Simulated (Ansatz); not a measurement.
Two isomers of CH4BNO: A = `NB1CO1`, B = `BOC=N`.

Isolated molecules relaxed with PBE0-D4/def2-TZVP in Ansatz; ΔE leaves out vibrations. CBS: MP2 limit from def2 TZ/QZ plus the TZ coupled-cluster correction, frozen cores. Functionals use def2-TZVPP. One conformer a species, not always the lowest.

**Question.** Which is lower in electronic energy at CCSD(T)/CBS, and by how much? (An estimate is asked.)

**Answer.** Computed: A, by 20.6 kcal/mol.

**Question.** Give E(B) − E(A) in kcal/mol with r2SCAN-D4, HF/def2-TZVPP, ωB97M-V, CCSD/def2-TZVPP, PBE-D4, CCSD(T)/def2-TZVPP, BLYP-D4. (Estimate.)

**Answer.** Computed: r2SCAN-D4 23.0, HF/def2-TZVPP 13.3, ωB97M-V 21.9, CCSD/def2-TZVPP 19.5, PBE-D4 23.5, CCSD(T)/def2-TZVPP 19.5, BLYP-D4 18.5. None reverses the order clearly.

**Question.** Does the order hold for the free energy at 298.15 K (harmonic terms from PBE0-D4)? (Best estimate.)

**Answer.** The calculation gave: Yes: G(B) − G(A) = +18.1 kcal/mol, for one conformer each.

Largest T1 diagnostic: 0.015.

In def2-TZVPP, CCSD(T) changes the Hartree–Fock value by +6.2 kcal/mol (the triples alone add −0.0 kcal/mol) and MP2 by +9.0 kcal/mol. At CCSD(T), def2-SVP lies −3.1 kcal/mol from the extrapolated value and def2-TZVPP −1.1 kcal/mol.
